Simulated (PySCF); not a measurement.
A structure optimised at PBE0-D3(BJ)/def2-SVP (Å):
```
atom  x, y, z in Å
C1    -1.3656    0.1593   -0.6885
C2    -0.3482    0.2974    0.4122
C3     1.0745    0.7498    0.0737
P4     0.9415   -0.9783    0.6051
Se5    1.2258   -2.6836   -0.5605
H6    -1.7033    1.1502   -1.0322
H7    -0.9446   -0.3817   -1.5497
H8    -2.2434   -0.4039   -0.3404
H9    -0.7394    0.6841    1.3615
H10    1.5683    1.4779    0.7255
H11    1.2988    0.8793   -0.9909
H12    1.2807   -0.9832    1.9799
```

Neutral, closed shell.

**Question.** Read off the bonds between heavy atoms and their formal orders.

**Answer.** C1–C2 1.51 Å (single); C2–C3 1.53 Å (single); C3–P4 1.81 Å (single); P4–Se5 2.09 Å (double); C2–P4 1.82 Å (single). Bonds to hydrogen (Å): C1–H6 1.10; C1–H7 1.10; C1–H8 1.10; C2–H9 1.10; C3–H10 1.09; C3–H11 1.10; P4–H12 1.42. The orders are those of one drawing; other resonance forms can be drawn.

**Question.** Write the SMILES.

**Answer.** `C[C@@H]1C[P@@H]1=[Se]`, C3H7PSe.

**Question.** What is the point group of this geometry?

**Answer.** C1 (no symmetry element, even within 0.4 Å).

**Question.** Which rings does it hold (smallest set)?

**Answer.** C2–C3–P4 (3 members).

**Question.** Classify the heavy atoms.

**Answer.** C1: methyl carbon; C2: sp3 carbon bound to phosphorus; C3: sp3 carbon bound to phosphorus; P4: phosphorus bonded to 2 C, Se and H; Se5: selenium bonded to P.

**Question.** What is the arrangement about P4?

**Answer.** It has 4 neighbours (C3, Se5, C2, H12) and has angles from 49.8° to 127.5°.

**Question.** What is the arrangement about C2?

**Answer.** It has 4 neighbours (C1, C3, P4, H9) and has angles from 64.7° to 119.6°.

The numbers are calculated, not measured.
